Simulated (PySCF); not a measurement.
**Radial density of Pb⁺ (lead, charge +1)**

UHF, [Xe] 4f14 5d10 6s2 6p1, 2P determinant. All numbers are calculated (PySCF 2.14, scalar relativity through the core potential, in def2-TZVPPD with the def2 core potential (60 electrons) (7s5p4d2f, 56 functions)). This is the valence pseudo-density: the core potential removes the inner electrons and smooths the orbitals near the nucleus.

```json
{"r (bohr)": "0.0186", "4πr²ρ (e/bohr)": "1.746e-05", "4πr²(ρα − ρβ)": "0.0000"}
{"r (bohr)": "0.0313", "4πr²ρ (e/bohr)": "3.456e-05", "4πr²(ρα − ρβ)": "0.0000"}
{"r (bohr)": "0.0527", "4πr²ρ (e/bohr)": "5.329e-05", "4πr²(ρα − ρβ)": "0.0000"}
{"r (bohr)": "0.0886", "4πr²ρ (e/bohr)": "0.0001562", "4πr²(ρα − ρβ)": "0.0000"}
{"r (bohr)": "0.149", "4πr²ρ (e/bohr)": "0.001416", "4πr²(ρα − ρβ)": "0.0000"}
{"r (bohr)": "0.251", "4πr²ρ (e/bohr)": "0.02785", "4πr²(ρα − ρβ)": "0.0001"}
{"r (bohr)": "0.422", "4πr²ρ (e/bohr)": "1.117", "4πr²(ρα − ρβ)": "0.0041"}
{"r (bohr)": "0.709", "4πr²ρ (e/bohr)": "15.21", "4πr²(ρα − ρβ)": "0.0455"}
{"r (bohr)": "1.19", "4πr²ρ (e/bohr)": "15.76", "4πr²(ρα − ρβ)": "-0.0422"}
{"r (bohr)": "2.01", "4πr²ρ (e/bohr)": "3.824", "4πr²(ρα − ρβ)": "0.3324"}
{"r (bohr)": "3.38", "4πr²ρ (e/bohr)": "0.6967", "4πr²(ρα − ρβ)": "0.3241"}
{"r (bohr)": "5.68", "4πr²ρ (e/bohr)": "0.03695", "4πr²(ρα − ρβ)": "0.0300"}
{"r (bohr)": "9.55", "4πr²ρ (e/bohr)": "0.0001926", "4πr²(ρα − ρβ)": "0.0002"}
```

Energies and moments cover only the electrons outside the core potential. Spin-orbit coupling, absent here, splits the open shell strongly.

(1) Where is the radial spin density 4πr²(ρα − ρβ) most negative, and why is it negative at all?

## Answers

(1) Around r = 1.19 bohr, down to -0.0422 e/bohr: exchange with the open shell polarises the paired shells in an unrestricted calculation.
